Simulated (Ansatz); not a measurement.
Two isomers of C3H6BN: A = `NBC1C=C1`, B = `C=C1CBN1`.

Isolated molecules relaxed with PBE0-D4/def2-TZVP in Ansatz; ΔE leaves out vibrations. CCSD(T)/CBS adds triple-zeta CCSD(T) − MP2 to the extrapolated MP2 energy (def2 sets, frozen cores). Functionals use def2-TZVPP. B3LYP here is the variant with VWN-RPA as its local correlation; programs differ in this. Each species was taken in one conformer, which may not be the lowest.

Which isomer does CCSD(T)/CBS put lower? Give the gap. (An estimate is asked.)

The calculation gave: B, by 102.6 kJ/mol.

Give E(B) − E(A) in kJ/mol with CCSD(T)/def2-TZVPP, r2SCAN-D4, B3LYP, MP2/def2-TZVPP, LDA (SPW92), HF/def2-TZVPP, BLYP-D4. (Best estimate.)

Computed: CCSD(T)/def2-TZVPP -104.1, r2SCAN-D4 -108.3, B3LYP -104.2, MP2/def2-TZVPP -99.7, LDA (SPW92) -121.2, HF/def2-TZVPP -108.5, BLYP-D4 -104.7. None reverses the order clearly.

Does the order hold for the free energy at 298.15 K (harmonic terms from PBE0-D4)? (An estimate is asked.)

Computed: Yes: G(B) − G(A) = -95.4 kJ/mol, for one conformer each.

Largest T1 diagnostic: 0.013.

At CCSD(T), def2-SVP lies −7.7 kJ/mol from the extrapolated value and def2-TZVPP −1.5 kJ/mol. From BLYP to BHLYP (50 % exact exchange), in def2-TZVPP and without D4, E(B) − E(A) moves by −8.5 kJ/mol.
